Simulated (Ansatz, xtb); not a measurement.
Isomers of C2H6GeO2Si in order of energy

3 gas-phase structures of C2H6GeO2Si, from a drawn sample of its isomers (lower ones may exist). Each was relaxed with GFN2-xTB; where two conformers were screened, the lower at r2SCAN-D4/def2-SVP is listed:

A. `O=C[SiH]([GeH3])C=O`, a singlet
B. `O=C[SiH2][GeH2][CH]=O`, a singlet
C. `O=[CH][GeH]([SiH3])[CH]=O`, a singlet

Which do you expect lowest at r2SCAN-D4/def2-SVP, and how would the others follow?

Calculated order at r2SCAN-D4/def2-SVP: C (0.0), B (1.4), A (2.4) kcal/mol. Less than 1 kcal/mol parts B and A, so the order within that pair means little.

Energies above the lowest of each column, in kcal/mol; the last columns are at PBE-D3(BJ)/def2-SVP geometries:

| structure | GFN2-xTB | HF/STO-3G | r2SCAN-D4/def2-SVP | PBE-D3(BJ)/def2-SVP | CCSD(T)/def2-SVP + ΔMP2/def2-TZVPP |
| --- | --- | --- | --- | --- | --- |
| C | 0.0 | 1.0 | 0.0 | 0.7 | 0.9 |
| B | 2.0 | 2.9 | 1.4 | 0.0 | 0.0 |
| A | 6.5 | 0.0 | 2.4 | 0.2 | 1.2 |

CCSD(T)/def2-SVP + ΔMP2/def2-TZVPP puts B lowest, with C within 1 kcal/mol; HF/STO-3G picks A. CCSD(T)/def2-SVP + ΔMP2/def2-TZVPP orders those it was run on as B (0.0), C (0.9), A (1.2) kcal/mol. Less than 1 kcal/mol parts B and C; C and A, so the order within those pairs means little. Flexible structures stand in one conformer each, not always the lowest. ΔMP2 is the change of the MP2 energy from the smaller to the larger basis.

Programs: Ansatz 0.2.0, xtb 6.7.1.
